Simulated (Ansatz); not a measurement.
`C[SiH](Cl)[SnH3]` + `N[SiH3]` → `[SiH3][NH][SnH3]` + `C[SiH2]Cl` at 600 K and 1 bar (cleavage of the Sn–Si bond).

Calculated with Ansatz (gas phase, PBE0-D4/def2-TZVP geometries, no zero-point term in ΔE). CCSD(T)/CBS adds triple-zeta CCSD(T) − MP2 to the extrapolated MP2 energy (def2 sets, frozen cores). This one scheme is used for every species. Elements past krypton have def2 core potentials. For Sn outer-core shells are correlated without core-valence functions, which leaves a few kJ/mol of doubt a bond.

```tsv
species	CCSD(T)/CBS energy (Eh)	H − E (kJ/mol)	S (J/(mol·K))
`C[SiH](Cl)[SnH3]`	-1005.19559	248.1	492.8
`N[SiH3]`	-346.80422	170.6	320.8
`[SiH3][NH][SnH3]`	-562.01692	220.6	453.5
`C[SiH2]Cl`	-789.97638	190.1	364.9
```

H − E and S are ideal-gas, rigid-rotor, harmonic terms from PBE0-D4/def2-TZVP, for one conformer and one mirror image of each species. 1 Eh = 2625.50 kJ/mol, R = 8.31446 J/(mol·K).

By hand: ΔE, ΔH, ΔS and ΔG.

ΔE = (-562.01692) + (-789.97638) − (-1005.19559) − (-346.80422) = 0.00651 Eh = 17.1 kJ/mol. Δ(H − E) = 220.6 + 190.1 − 248.1 − 170.6 = -8.0, so ΔH = 9.1 kJ/mol. ΔS = 453.5 + 364.9 − 492.8 − 320.8 = 4.8 J/(mol·K). ΔG = 9.1 − 600 × (4.8)/1000 = 6.2 kJ/mol.

By hand: the equilibrium constant, and the temperature at which ΔG would vanish if ΔH and ΔS stayed fixed.

log₁₀ K = −ΔG/(RT ln 10) = -0.5. ΔG = 0 at ΔH/ΔS = 1896 K, though so small a ΔH makes that figure unsure.

The number of gas molecules stays the same, so ΔS is small and ΔH decides. A doubt of 5 kJ/mol in ΔE shifts log₁₀ K by 0.4 here. Other conformers and mirror images would add mixing entropy, several J/(mol·K) or more a flexible species. Modes under 60 cm⁻¹, often nearly free rotors, make the harmonic entropy too high. These are equilibria of isolated gas molecules and say nothing of rates. Largest T1 diagnostic: 0.012 (customary marks: 0.02 for closed shells, 0.045 for open ones).
